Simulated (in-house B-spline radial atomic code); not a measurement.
## Ionising S²⁺ with different functionals

Computed with a radial B-spline atomic code at the basis-set limit: scalar-relativistic (spin-free X2C) Hamiltonian, Fermi nucleus of rms radius 3.2611 fm, spin-polarised at highest spin, spherical fractional occupations for the functionals, the average over the highest-spin determinants for Hartree-Fock. The ionisation energy is the difference of two self-consistent energies, [Ne] 3s2 3p2 → [Ne] 3s2 3p1, without Breit or QED terms; ε is the level of the shell that loses the electron (its least bound occupied spin orbital).

Hybrids are left out here: with spherical fractional occupations of an open shell their exact exchange keeps a self-interaction that integer-occupation calculations don't have.

```json
{"method": "Hartree-Fock", "rung": "Hartree-Fock", "ΔSCF (eV)": "34.16", "-ε(3p) (eV)": "34.57"}
{"method": "LDA VWN5", "rung": "LDA", "ΔSCF (eV)": "34.94", "-ε(3p) (eV)": "28.98"}
{"method": "LDA PW92", "rung": "LDA", "ΔSCF (eV)": "34.93", "-ε(3p) (eV)": "28.97"}
{"method": "LDA exchange-only", "rung": "LDA", "ΔSCF (eV)": "33.79", "-ε(3p) (eV)": "27.90"}
{"method": "PBE", "rung": "GGA", "ΔSCF (eV)": "34.94", "-ε(3p) (eV)": "29.00"}
{"method": "PBEsol", "rung": "GGA", "ΔSCF (eV)": "34.88", "-ε(3p) (eV)": "28.94"}
{"method": "BLYP", "rung": "GGA", "ΔSCF (eV)": "34.73", "-ε(3p) (eV)": "28.74"}
{"method": "RPBE", "rung": "GGA", "ΔSCF (eV)": "34.93", "-ε(3p) (eV)": "29.01"}
{"method": "PW91", "rung": "GGA", "ΔSCF (eV)": "35.00", "-ε(3p) (eV)": "29.06"}
{"method": "BP86", "rung": "GGA", "ΔSCF (eV)": "34.99", "-ε(3p) (eV)": "29.03"}
{"method": "AM05", "rung": "GGA", "ΔSCF (eV)": "34.84", "-ε(3p) (eV)": "28.90"}
{"method": "OLYP", "rung": "GGA", "ΔSCF (eV)": "34.94", "-ε(3p) (eV)": "28.99"}
{"method": "TPSS", "rung": "meta-GGA", "ΔSCF (eV)": "35.04", "-ε(3p) (eV)": "29.15"}
{"method": "SCAN", "rung": "meta-GGA", "ΔSCF (eV)": "35.18", "-ε(3p) (eV)": "29.39"}
{"method": "r2SCAN", "rung": "meta-GGA", "ΔSCF (eV)": "35.15", "-ε(3p) (eV)": "29.37"}
{"method": "revTPSS", "rung": "meta-GGA", "ΔSCF (eV)": "35.00", "-ε(3p) (eV)": "29.12"}
```

How do they compare with the NIST value?

NIST lists 34.86 eV ± 0.04 (semi-empirical, ground level to ground level). Errors run from -1.07 to +0.32 eV; AM05 is closest (-0.02 eV), though others lie within the uncertainty of it, and part of that can be cancellation, since the calculations leave out spin-orbit coupling, Breit-QED terms, multiplet and fine-structure energies. Hartree-Fock also lacks correlation.
